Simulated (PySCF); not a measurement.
## Calculated data, FH2OSi

Computed with PySCF 2.14.0. Calculation on a computer-drawn molecule: vertical ionisation energy to the stated ion spin, frozen-core CCSD(T) at the basis limit and cheaper methods, single-reference cases, UHF for radicals, no spin-orbit; all values are single points at the evaluated structure, the first of each entry, which is the reference or a displaced copy of it and isn't optimised; the reference structure only sets the zero of the energies above reference; triples share is (T) over the correlation energy.

```json
{"formula": "FH2OSi", "evaluated_structure": {"atoms_angstrom": [["O", 0.1798, 0.9343, 3.1951], ["Si", 0.7442, 0.9709, 1.6584], ["F", 1.5376, -0.3973, 1.3542], ["H", -0.4487, 0.1924, 3.5044], ["H", 1.6848, 2.0925, 1.5763]]}, "reference_structure": {"atoms_angstrom": [["O", 0.187, 0.939, 3.1951], ["Si", 0.7432, 0.9651, 1.6566], ["F", 1.5494, -0.4036, 1.3479], ["H", -0.4081, 0.2603, 3.4778], ["H", 1.6952, 2.0882, 1.5662]]}, "given": {"charge": 0, "multiplicity": 2, "ion_multiplicity": 1, "diffuse_functions": "no", "basis": "cc-pV(n+d)Z", "reference_is": "the Hartree-Fock double-zeta minimum", "best_is": "HF at quadruple zeta + MP2 correlation extrapolated from triple and quadruple zeta + CCSD(T) minus MP2 at triple zeta", "basis_step_is": "the size of the change from the same recipe one zeta lower", "drawn_bonds_atom": [1, 2, 1, 2], "drawn_bonds_other_atom": [2, 3, 4, 5], "drawn_bonds_order": [1, 1, 1, 1]}, "results": {"triples_share_at_triple_zeta": null, "spin_squared_at_triple_zeta": null}}
```

Q: FH2OSi: triples share at triple zeta?
A: 0.03122

Q: FH2OSi: spin squared at triple zeta?
A: 0.7542

Further results for FH2OSi:

| Quantity | Value |
| --- | --- |
| ionisation energy best | 8.751 eV |
| ionisation energy basis step | 0.08403 eV |
| energy above reference best | 2.167 kcal/mol |
| energy above reference basis step | 0.1318 kcal/mol |
| total energy HF triple zeta | -464.5538 hartree |
| total energy CCSD(T) triple zeta | -465.1800 hartree |
| total energy best | -465.2905 hartree |
| T1 diagnostic at triple zeta | 0.01423 |
| D1 diagnostic at triple zeta | 0.05183 |
| ion T1 diagnostic at triple zeta | 0.0189 |
| ion D1 diagnostic at triple zeta | 0.06562 |
| basis functions triple zeta | 127 |
| dipole magnitude HF at triple zeta | 1.507 debye |
| dipole magnitude CCSD unrelaxed at triple zeta | 1.383 debye |
| dipole magnitude PBE at triple zeta | 1.35 debye |
| dipole magnitude r2SCAN at triple zeta | 1.387 debye |
| dipole magnitude B3LYP at triple zeta | 1.389 debye |
| dipole magnitude wB97X at triple zeta | 1.36 debye |

Triple zeta:
```csv
method,ionisation energy (eV),energy above reference (kcal/mol)
HF,8.724,3.655
PBE,8.508,1.425
r2SCAN,8.748,1.979
B3LYP,8.732,1.956
wB97X,8.701,2.271
MP2,8.554,2.05
CCSD,8.677,2.286
CCSD(T),8.612,2.092
```
